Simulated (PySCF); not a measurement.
**`c1(C=C)ccc(Cl)c(=O)cc1`, C9H7ClO**

Geometry (Å), atoms numbered from 1 in this order:
```xyz
18

C     2.0999   -1.6283    0.3009
C     1.3320   -0.6426   -0.1792
C    -0.1288   -0.5247   -0.0445
C    -0.8979   -1.6441    0.1721
C    -2.2983   -1.7633    0.3628
C    -3.2923   -0.8238    0.3919
Cl   -4.8973   -1.3858    0.6614
C    -3.2179    0.6474    0.2209
O    -4.2197    1.3364    0.3001
C    -1.9265    1.2792   -0.0618
C    -0.6580    0.8051   -0.1719
H     1.6885   -2.4593    0.8812
H     3.1802   -1.6249    0.1404
H     1.8194    0.1863   -0.7051
H    -0.3656   -2.5987    0.1890
H    -2.6497   -2.7879    0.5125
H    -2.0618    2.3567   -0.1968
H     0.0978    1.5682   -0.3860
```

Method: quadratic response CAM-B3LYP/aug-cc-pVDZ first hyperpolarisability, Taylor convention, gas phase in PySCF. Geometry: PBE0-D3(BJ)/def2-SVP.

Problem. Give β for the processes computed.

Solution. In 10⁻³⁰ esu, Taylor convention; the vector part is βᵢ = ⅓ Σⱼ (βᵢⱼⱼ + βⱼᵢⱼ + βⱼⱼᵢ); β∥ is 3/5 of the vector part along the dipole, the dipole points from − to +:
```tsv
process	λ (nm)	β vector norm	β∥	β HRS	depolarisation ratio
static β(0;0,0)	∞	3.97	-1.86	1.53	6.65
second harmonic β(−2ω;ω,ω)	1907	4.47	-2.07	1.73	6.46
Pockels β(−ω;ω,0)	1907	4.12	-1.92	–	–
second harmonic β(−2ω;ω,ω)	1064	6.46	-2.92	2.57	5.64
Pockels β(−ω;ω,0)	1064	4.51	-2.08	–	–
```

Problem. Which lowest excitations, dipole and polarisabilities go with it?

Solution. S1 3.48 eV (f = 0.222); S2 4.03 eV (f = 0.000); S3 4.18 eV (f = 0.000); dipole 5.75 D; isotropic α 140.6 au static, 141.7 au at 1907 nm, 144.4 au at 1064 nm, 145.5 au at 953.5 nm, 161.4 au at 532 nm.
